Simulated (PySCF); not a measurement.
Ga(All)(H)2 (C3H7Ga), SMILES C=C[CH2][GaH2].

Coordinates come from a B3LYP-D3(BJ)/def2-SVP optimisation. The structure was generated by enumeration; whether it is a known compound was not checked. One conformer was computed; it need not be the lowest.

Calculation: IEF-PCM-PBE0/def2-SVP in PySCF 2.14.0.

The values are the electrostatic part of the solvation free energy, E(continuum) − E(gas) at the gas-phase geometry, in a cavity of scaled van der Waals radii (PySCF's table); cavitation and dispersion terms are not included. A continuum can't describe solvent molecules that bind to the metal. In vacuum the orbital gap is 5.71 eV. The dipole moment in vacuum is 0.79 D.

Computed values in water (ε = 78.36), benzene (ε = 2.27), N,N-dimethylformamide (ε = 37.22):
| solvent | ε | ΔG(elec) (kcal/mol) | dipole (D) | gap (eV) |
|---|---|---|---|---|
| water | 78.36 | -2.1 | 1.02 | 5.78 |
| benzene | 2.27 | -0.9 | 0.89 | 5.74 |
| N,N-dimethylformamide | 37.22 | -2.1 | 1.01 | 5.78 |
